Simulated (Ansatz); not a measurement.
An input meant for the cluster Ta₄⁺ (charge 1, doublet).

```yaml
crystal:
  periodic: [false, false, false]
  atoms:
    - {symbol: Ta, position_ang: [-1.258934, -0.588356, 0.691531]}
    - {symbol: Ta, position_ang: [-0.416682, 0.458778, -1.462759]}
    - {symbol: Ta, position_ang: [0.545498, 1.184933, 0.906708]}
    - {symbol: Ta, position_ang: [1.130118, -1.055355, -0.135489]}
basis:
  gaussian: {orbitals: def2-mTZVPP, final_grid: {core_spheres: 1, valence_spheres: 1, degree: 3}}
total_charge: 1
magnetization: {spin_polarized: true, initial_magnetization: 1}
hamiltonian: {xc: {name: PBE}}
scf: {omitted_lower_state_checks: [starts]}
```

```sh
$ ansatz run in.yaml --threads 4 --pin off --events-out ev --progress --plain --max-ram 3916MiB
```

Shortened log:

```
Functional definition: PBE
1348 factors; their error is unknown
mean field evaluation 1: about -6178.1435 eV, gradient 6.0e1 eV
mean field evaluation 2: about -5947.0457 eV, gradient 1.8e2 eV
mean field evaluation 4: about -6178.3100 eV, gradient 6.3e1 eV
mean field evaluation 8: about -6198.3918 eV, gradient 4.0e0 eV
mean field evaluation 16: about -6384.5711 eV, gradient 1.4e1 eV
mean field evaluation 32: about -6387.4702 eV, gradient 1.1e0 eV
a density is far from that of the atoms, so the factors are made again for it
1793 factors; integrals over basis functions are off by at most 1.5e-4 eV
mean field evaluation 64: about -6387.8453 eV, gradient 5.7e-2 eV
mean field -6387.84538676 eV, -234.7489881265 hartree, gradient 2.4e-5 eV, S^2 0.909856; 0 other end points of the search recorded, 0 dependent functions left out
reference -6387.84540755 eV, -234.7489888903 hartree; 26, 25 occupied and 118, 119 virtual orbitals, 1793 factors
Total energy: -6387.84540755 eV, -234.7489888903 hartree
Checks for a lower state left out: starts
```

Something in this input is off. What?

The integration grid is far too coarse. Self-consistency was reached. The result belongs to that input, not to the species as meant. The charge 1 doublet is spin-contaminated (final ⟨S²⟩ up to 0.91, 0.75 for a pure state).
